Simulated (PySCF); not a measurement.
CHAlClNO2. Atoms are numbered in the order given.

```xyz
7

Al    -0.4158    -0.5670     0.0000
Cl     1.1816    -1.8973     0.0000
N     -0.1040     1.1687     0.0000
C      0.1794     2.3363     0.0000
O      0.4449     3.4722     0.0000
O     -1.9740    -1.2048     0.0000
H     -2.7967    -0.7142     0.0000
```

The structure is a stationary point at PBE0-D3(BJ)/def2-SVP. Other conformers were not sampled.

Method: KT2/pcSseg-1 in PySCF.

GIAO shieldings, no solvent; atoms alike by connectivity are averaged. δ = σ(ref) − σ: ³⁵Cl against HCl (σ = 945.4 ppm); ¹⁵N against NH3 (σ = 266.2 ppm); ¹³C against TMS (σ = 185.1 ppm); ¹⁷O against H2O (σ = 330.4 ppm); ¹H against TMS (σ = 31.47 ppm), references at their B3LYP-D3(BJ)/def2-TZVP geometries, non-relativistic (without spin–orbit terms, shifts of atoms bonded to Cl or Br come out too high).

```json
[
 {"nucleus": "³⁵Cl", "atoms": "Cl2", "count": "1", "δ (ppm)": "-46.0"},
 {"nucleus": "¹⁵N", "atoms": "N3", "count": "1", "δ (ppm)": "45.5"},
 {"nucleus": "¹³C", "atoms": "C4", "count": "1", "δ (ppm)": "118.8"},
 {"nucleus": "¹⁷O", "atoms": "O5", "count": "1", "δ (ppm)": "129.9"},
 {"nucleus": "¹⁷O", "atoms": "O6", "count": "1", "δ (ppm)": "41.4"},
 {"nucleus": "¹H", "atoms": "H7", "count": "1", "δ (ppm)": "2.40"}
]
```
